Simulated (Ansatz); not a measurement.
Correlation energies of `C[O][Sc]1234([N](C)C)[C@@H]5[C@H]1[C@H]2[C@@]3(C)[C@@H]54` by basis set

```xyz
28

C     1.0710   -3.1017   -0.2663
O     0.5753   -1.8175   -0.3894
Sc   -0.0261   -0.0516   -0.1988
N    -0.6878    0.7167   -1.9259
C    -0.6425   -0.1186   -3.1059
C    -1.2319    2.0072   -2.2550
C     0.2263    2.0885    1.0165
C    -1.0659    1.6166    1.3031
C    -0.9336    0.4158    2.0418
C     0.4403    0.1500    2.2342
C     1.0260   -0.9879    3.0012
C     1.1537    1.1779    1.5786
H     0.3129   -3.8466   -0.5407
H     1.9378   -3.2559   -0.9220
H     1.3904   -3.3161    0.7628
H    -1.6444   -0.2689   -3.5399
H    -0.0185    0.3256   -3.8983
H    -0.2309   -1.1047   -2.8737
H    -0.6288    2.5230   -3.0202
H    -1.2755    2.6548   -1.3775
H    -2.2531    1.9293   -2.6629
H     0.4717    2.9771    0.4526
H    -1.9958    2.0760    0.9999
H    -1.7470   -0.1904    2.4198
H     1.1588   -0.7197    4.0539
H     0.3813   -1.8682    2.9658
H     2.0043   -1.2730    2.6095
H     2.2321    1.2625    1.5367
```

Total charge 0; spin multiplicity 1. Correlated methods include outer-core shells of Sc, which these sets cover unevenly. Scalar relativity is left out up to krypton. The geometry is a stationary point of PBE0-D4/def2-TZVP. It is one conformer, not always the lowest. Frozen core, restricted reference, Ansatz.

```csv
basis,HF (Eh),MP2 corr.
def2-SVP,-1238.86331,-1.83848
def2-TZVPP,-1239.49136,-2.28324
def2-QZVPP,-1239.52616,-2.45480
```

Task: Estimate the CCSD correlation energy and the (T) correction in each basis where they were run (hartree).

Result: 
```json
{"basis": "def2-SVP", "CCSD corr.": "-1.93773", "(T)": "-0.07091"}
{"basis": "def2-TZVPP", "CCSD corr.": "-2.35162", "(T)": "-0.10911"}
```
